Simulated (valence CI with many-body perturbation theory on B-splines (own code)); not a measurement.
From CI to CI+MBPT in Er³⁴⁺

Calculated by configuration interaction combined with many-body perturbation theory (CI+MBPT): six valence electrons over a frozen Dirac-Fock core [Ar] 3d10, a basis of 9 s, 9 p, 8 d, 6 f, 3 g, 1 h functions for each j, with the one-electron correlation potential Σ1, the two-electron term Σ2, the three-electron term Σ3, Breit, model QED; selected CI, second order for the rest, scaled by the run's own slope (own B-spline code, finite nucleus).

The last digits are not significant, and no measured levels were compared; by estimate large intervals hold to a few tenths of a per cent, small ones and those within an open d or f shell to about a per cent. Among the levels kept, up to 650 cm⁻¹ of a level comes from second order outside the variational space, and about a tenth of that is noise between levels of different J, which matters for small intervals.

Each rung adds one term. CI alone is the Dirac-Coulomb CI over the frozen core; QED comes last and gives the full result, which names the levels. Energies are above (4s^2 4p1/2^2 4p3/2^2) J=2 on the same rung, in eV.

Levels are named by their leading jj configuration (3d3/2^4 stands for four electrons in 3d with j = 3/2), which in mixed levels can hold well under half, so a name can repeat and another be missing. Letters in brackets count levels of one name in rising energy.

```tsv
Level	CI alone	+ Σ1	+ Σ2	+ Σ3	+ Breit	Full
(4s^2 4p1/2^2 4p3/2^2) J=0	7.77	7.78	7.66	7.62	7.66	7.66
(4s^2 4p1/2 4p3/2^3) J=1	57.74	57.94	58.13	58.14	57.47	57.55
(4s^2 4p1/2 4p3/2^3) J=2	61.86	62.06	62.19	62.18	61.48	61.56
(4s^2 4p3/2^4) J=0	122.82	123.23	123.49	123.48	122.13	122.29
(4s^2 4p1/2^2 4p3/2 4d3/2) J=2	132.04	131.90	131.80	131.86	131.60	131.42
(4s^2 4p1/2^2 4p3/2 4d3/2) J=1	133.49	133.35	133.25	133.32	133.06	132.86
(4s^2 4p1/2^2 4p3/2 4d3/2) J=0	135.13	134.96	134.78	134.84	134.59	134.45
(4s^2 4p1/2^2 4p3/2 4d3/2) J=3	135.81	135.65	135.47	135.52	135.18	135.06
(4s 4p1/2^2 4p3/2^3) J=2	138.52	138.55	138.64	138.73	138.43	137.97
(4s^2 4p1/2^2 4p3/2 4d5/2) J=4	146.88	146.79	146.59	146.65	146.04	145.94
(4s 4p1/2^2 4p3/2^3) J=1	154.54	154.59	154.22	154.26	153.95	153.49
(4s^2 4p1/2^2 4p3/2 4d5/2) J=2	156.21	156.20	155.69	155.72	155.26	154.98
(4s^2 4p1/2^2 4p3/2 4d5/2) J=3	158.58	158.49	157.86	157.88	157.27	157.18
(4s^2 4p1/2^2 4p3/2 4d5/2) J=1	165.03	165.00	164.35	164.32	163.84	163.62
(4s^2 4p1/2 4p3/2^2 4d3/2) J=0	185.70	185.76	185.92	186.02	185.09	184.95
(4s^2 4p1/2 4p3/2^2 4d3/2) J=1 [a]	186.35	186.39	186.46	186.55	185.61	185.52
(4s^2 4p1/2 4p3/2^2 4d3/2) J=2 [a]	186.87	186.90	186.96	187.05	186.07	186.02
(4s^2 4p1/2 4p3/2^2 4d3/2) J=3 [a]	190.01	190.05	190.08	190.16	189.12	189.07
(4s^2 4p1/2 4p3/2^2 4d3/2) J=4	194.14	194.17	194.16	194.21	193.14	193.10
```

Question: How does the ionisation energy move along the ladder, and which term matters most?

Answer: CI alone 1469.5, + Σ1 1471.0, + Σ2 1471.3, + Σ3 1470.8, + Breit 1469.9, + QED 1469.8 eV. The largest step is Σ1, 1.4 eV. NIST lists 1468 ± 5 eV (theoretical).
